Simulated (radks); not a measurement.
Exchange energies: the exact (Fock) value of the Kohn-Sham orbitals and density-functional approximations, as 100 (|E| - |E exact|)/|E exact|, negative where the magnitude is too small. Species: In3+ [Kr] 4d10; Zn2+ [Ar] 3d10; Be [He] 2s2. Calculated with a radial shooting solver on a logarithmic mesh with Libxc functionals: non-relativistic Kohn-Sham, exchange-only PBE, spin-polarised, spherical densities, point nucleus. Every spin shell is full or empty, so the densities are truly spherical. Functionals are evaluated on that one density, not self-consistently.

functional           In3+      Zn2+        Be
exact (hartree)  -153.107  -69.1016  -2.65221
LDA                 -4.94     -5.75    -13.14
B88                 -0.01     +0.33     -0.13
PBE                 -0.46     -0.17     -0.93
revPBE              -0.31     +0.06     +0.36
PW86                -0.22     +0.40     +0.80
AM05                -4.58     -5.20    -10.31
SOGGA               -2.33     -2.47     -5.49
B86b                -0.04     +0.34     -0.06
G96                 +0.32     +0.56     -0.17
EV93                -0.29     +0.48     +4.94
APBE                +0.28     +0.73     +0.67
TPSS                -0.30     +0.24     +0.51
SCAN                +0.16     +0.41     -0.17
Tao-Mo              -0.83     -0.35     +0.67
MVS                 +0.07     +0.18     -0.32
